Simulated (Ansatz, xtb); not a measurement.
**Two isomers of C5H11BO**

We compare a, `B[C@@H]1CC[C@H](C)O1`, a singlet, with b, `B[C@@H]1CCO[C@H]1C`, a singlet. Both are isolated molecules in the gas phase, relaxed with B3LYP/def2-SVP; each stands in its lowest conformer found.

Task: Estimate E(b) − E(a) at the level CCSD(T)/def2-SVP + ΔMP2/def2-TZVPP.

Result: CCSD(T)/def2-SVP + ΔMP2/def2-TZVPP gives E(b) − E(a) = +0.55 kcal/mol, slightly favouring structure a, which is too small a margin to settle the true order.

The same difference at several levels:

| level | geometry | E(b) − E(a) (kcal/mol) | departure from the last row (kcal/mol) | job, with rough time for the two |
| --- | --- | --- | --- | --- |
| B3LYP/def2-SVP | B3LYP/def2-SVP | +1.18 | +0.63 | optimisation, 7.8 min |
| HF/def2-SVP | B3LYP/def2-SVP | +0.50 | −0.05 | part of the CCSD(T) run |
| MP2/def2-SVP | B3LYP/def2-SVP | +0.10 | −0.46 | part of the CCSD(T) run |
| CCSD(T)/def2-SVP | B3LYP/def2-SVP | +0.20 | −0.35 | single point |
| CCSD(T)/def2-SVP + ΔMP2/def2-TZVPP | B3LYP/def2-SVP | +0.55 |  | single point, 5.9 min |

As drawn, both hold the same kinds of bond in the same numbers.

The largest departure from CCSD(T)/def2-SVP + ΔMP2/def2-TZVPP is that of B3LYP/def2-SVP, 0.63 kcal/mol. Levels run at GFN2-xTB geometries aren't shown. The last row adds to CCSD(T) the change of the MP2 difference between the two basis sets, here +0.35 kcal/mol.

With thermal terms from frequencies at re-optimised GFN2-xTB minima (ideal gas, soft modes damped towards free rotors, one conformer each, 298.15 K, 1 atm): the zero-point term adds +0.45 kcal/mol; ΔH is +0.96 and ΔG +0.99 kcal/mol.

The correlated steps freeze 7 core orbitals. Run with Ansatz 0.2.0, xtb 6.7.1; the last row on 2 threads of Arm Neoverse N1 on a shared host.
